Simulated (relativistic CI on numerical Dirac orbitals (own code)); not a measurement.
## Cd XIX: q coefficients and field-shift factors

Calculated at this level of theory: Dirac-Coulomb-Breit CI, separate exchange-only KLI orbitals for each configuration, derivatives by finite differences, unscaled Slater integrals, QED left out (own radial code, finite nucleus).

Configuration list (outside the closed core [Ar] 3d10): 4s², 4s4p, 4p², 4s4d, 4d², 4s4f, 4p4d, 4f². Levels of other configurations are missing.

With x = (α/α₀)² − 1 an excitation energy changes as ω = ω₀ + qx; K = 2q/ω₀ is the relative enhancement. Terms are leading LS components, so labels can repeat. The field-shift factor is F = δν/δ⟨r²⟩ for the transition from the lowest level.

Lowest level 4s² ¹S0.

| Level | ω₀ (cm⁻¹) | q (cm⁻¹) | F (GHz/fm²) |
| --- | --- | --- | --- |
| 4s4p ³P°0 | 282736 | 16850 | -88.5 |
| 4s4p ³P°1 | 298279 | 27420 | -88.9 |
| 4s4p ³P°2 | 354088 | 93700 | -90.4 |
| 4s4p ¹P°1 | 441406 | 85770 | -91.7 |
| 4p² ³P0 | 661586 | 44730 | -180 |
| 4p² ³P1 | 713475 | 113700 | -182 |
| 4p² ¹D2 | 716521 | 113100 | -177 |
| 4p² ³P2 | 783304 | 185700 | -179 |
| 4p² ¹S0 | 843908 | 182600 | -182 |
| 4s4d ³D1 | 922312 | 100500 | -89 |
| 4s4d ³D2 | 927063 | 104900 | -89.1 |
| 4s4d ³D3 | 935262 | 113500 | -88.9 |
| 4s4d ¹D2 | 1006690 | 114600 | -99.8 |
| 4p4d ³F°2 | 1219201 | 120500 | -180 |
| 4p4d ³F°3 | 1250972 | 148200 | -180 |
| 4p4d ¹D°2 | 1269073 | 142300 | -181 |
| 4p4d ³D°1 | 1287547 | 128400 | -181 |
| 4p4d ³F°4 | 1299003 | 207800 | -181 |
| 4p4d ¹D°2 | 1317585 | 192400 | -182 |
| 4p4d ³P°0 | 1337962 | 196600 | -182 |
| 4p4d ³D°3 | 1339458 | 187600 | -180 |
| 4p4d ³P°1 | 1341069 | 197600 | -183 |
| 4p4d ³D°2 | 1346965 | 203500 | -182 |

At this charge energies of transitions that change n are usually good to better than 1 %, and those within a shell (Δn = 0) to a few per cent.

**Question.** Which transition from the lowest level has the largest |K|?

**Answer.** 4s4p ³P°2 at 354088 cm⁻¹, K = 0.529.
